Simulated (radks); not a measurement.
Q: Excited configurations of Ta+: one electron is placed in a higher orbital outside [Xe] 4f14 5d3. The ground configuration is [Xe] 4f14 5d3 6s1. Calculated with a radial shooting solver on a logarithmic mesh with Libxc functionals: scalar-relativistic Kohn-Sham, r2SCAN, spin-polarised, spherical densities, finite nucleus; open shells are filled with parallel spins first (spin-orbit coupling, left out, can overturn this in heavy ions); meta-GGA in the generalised Kohn-Sham scheme; Fermi nuclear charge, rms radius 5.3507 fm. Excitation = E - E(ground); binding = E(ion) - E, where the ion is the core of charge +2; n* = 2/sqrt(2 binding) in atomic units, and the quantum defect is n - n*.

| outer orbital | excitation (eV) | binding (eV) | n* | quantum defect | eigenvalue (eV) | <r> (bohr) |
|---|---|---|---|---|---|---|
| 5f | 12.150 | 3.525 | 3.929 | 1.071 | -2.453 | 8.412 |
| 6p | 5.600 | 10.075 | 2.324 | 3.676 | -7.739 | 3.896 |
| 6f | 13.305 | 2.370 | 4.792 | 1.208 | -1.784 | 14.55 |
| 7s | 9.293 | 6.382 | 2.920 | 4.080 | -5.120 | 6.683 |
| 7p | 10.797 | 4.878 | 3.340 | 3.660 | -3.880 | 8.289 |
| 7d | 12.590 | 3.085 | 4.200 | 2.800 | -2.392 | 12.21 |
| 7f | 13.997 | 1.678 | 5.695 | 1.305 | -1.306 | 22.14 |

Estimate the row for 6d.

A: excitation (eV) 10.487; binding (eV) 5.188; n* 3.239; quantum defect 2.761; eigenvalue (eV) -3.820; <r> (bohr) 6.625. The Delta-SCF ionisation energy is 15.675 eV (NIST Atomic Spectra Database: 16.2 eV, semi-empirical). Self-interaction in the functional shifts the binding energies and quantum defects, so they are the method's values and not measured ones. Open shells are spherical and high-spin; term and fine-structure splittings are not resolved. Spin-orbit splitting is averaged out at the scalar-relativistic level.
